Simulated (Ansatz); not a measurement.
Input (CCSDT(Q)/aug-cc-pV(D+d)Z; Ansatz, a program for electronic structure): A basis named .json is the Basis Set Exchange file of that set.

Ansatz 0.2 input:
```yaml
crystal:
  periodic: [false, false, false]
  atoms:
    - {symbol: F, position_ang: [-1.18052945, -0.44662393, 0.00012778]}
    - {symbol: S, position_ang: [0.00107893, 0.50509259, -0.00997059]}
    - {symbol: F, position_ang: [1.17861135, -0.45131845, 0.01759770]}
basis:
  gaussian:
    orbitals: aug-cc-pV_D+d_Z.json
total_charge: 1
magnetization: {spin_polarized: true, initial_magnetization: 1}
correlation: {method: ccsdt_q, electrons: outside_noble_gas}
```

Output:

```
Functional definition: HF
integrals: 0.15 GiB planned
1331 factors; integrals over basis functions are off by at most 1.3e-7 eV
mean field: 0.35 GiB planned
mean field evaluation 1: about -16213.3666 eV, gradient 3.9e1 eV
mean field evaluation 2: about -16213.3891 eV, gradient 4.0e1 eV
mean field evaluation 4: about -16218.6949 eV, gradient 2.4e0 eV
mean field evaluation 8: about -16218.7700 eV, gradient 1.2e-1 eV
mean field evaluation 16: about -16215.9249 eV, gradient 3.0e1 eV
mean field -16218.77020648 eV, -596.0288116107 hartree, gradient 2.7e-6 eV, S^2 0.772642; 0 other end points of the search recorded, 0 dependent functions left out
7 core orbitals not correlated
reference -16218.77020648 eV, -596.0288116107 hartree; 10, 9 occupied and 61, 62 virtual orbitals, 1331 factors
second order -14.37907801 eV of doubles, -0.00000000 eV of singles
coupled cluster: 4.61 GiB planned
cycle   1  -14.17954521 eV  change    2.0e-1 eV  update   1.3e-1
cycle   2  -14.83615743 eV  change   -6.6e-1 eV  update   7.7e-2
cycle   3  -15.28539443 eV  change   -4.5e-1 eV  update   3.0e-2
cycle   4  -15.28697795 eV  change   -1.6e-3 eV  update   1.2e-2
cycle   5  -15.24815762 eV  change    3.9e-2 eV  update   6.8e-3
cycle   6  -15.25158151 eV  change   -3.4e-3 eV  update   2.7e-3
cycle   7  -15.25728098 eV  change   -5.7e-3 eV  update   1.2e-3
cycle   8  -15.25746240 eV  change   -1.8e-4 eV  update   5.6e-4
cycle   9  -15.25684993 eV  change    6.1e-4 eV  update   2.1e-4
cycle  10  -15.25710302 eV  change   -2.5e-4 eV  update   1.1e-4
cycle  11  -15.25677067 eV  change    3.3e-4 eV  update   5.6e-5
cycle  12  -15.25677145 eV  change   -7.8e-7 eV  update   2.8e-5
cycle  13  -15.25681762 eV  change   -4.6e-5 eV  update   1.3e-5
cycle  14  -15.25681014 eV  change    7.5e-6 eV  update   5.4e-6
cycle  15  -15.25680804 eV  change    2.1e-6 eV  update   2.9e-6
cycle  16  -15.25681251 eV  change   -4.5e-6 eV  update   1.8e-6
cycle  17  -15.25681281 eV  change   -3.0e-7 eV  update   8.2e-7
perturbative correction -0.03915551 eV, -0.0014389384 hartree
Total energy: -16234.06617479 eV, -596.5909280784 hartree
```
